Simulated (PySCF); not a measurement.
AlH₅Si. Atoms are numbered in the order given.

```xyz
7

Al     0.0290    -0.6181    -1.1500
H     -1.2970    -0.7318    -2.0181
H      1.3752    -1.2400    -1.7202
Si    -0.0230     0.5395     1.0160
H     -0.0462     2.0166     0.7971
H      1.1597     0.2384     1.8707
H     -1.2469     0.1979     1.7965
```

Geometry optimised at PBE0-D3(BJ)/def2-TZVP.

Vertical ionisation energy (IE) and electron affinity (EA) in eV. Rows of orbital energies are one-electron estimates. Where ΔSCF, EOM or ADC give a negative EA the extra electron is unbound and the value depends on the basis.

| level | IE | EA |
|---|---|---|
| −ε(HOMO), −ε(LUMO), M06-2X/def2-TZVPD (PySCF) | 8.55 | 1.48 |
| ADC(2)/aug-cc-pVDZ (PySCF) | ? | ? |

Task: What belongs in the gaps? (Estimate from the structure and the level; the computed values follow.)

Result: 
- ADC(2)/aug-cc-pVDZ (PySCF), IE: 9.64
- ADC(2)/aug-cc-pVDZ (PySCF), EA: 0.44

Task: Beyond the first one, list the lowest photoelectron lines from ADC(2)/aug-cc-pVDZ (PySCF) with their pole strengths (two spins summed). (An estimate is asked for; the answer gives what the named calculation found.)

Result: 11.16 eV (1.85), 12.18 eV (1.83), 12.24 eV (1.83), 14.32 eV (1.83), 17.84 eV (1.72).
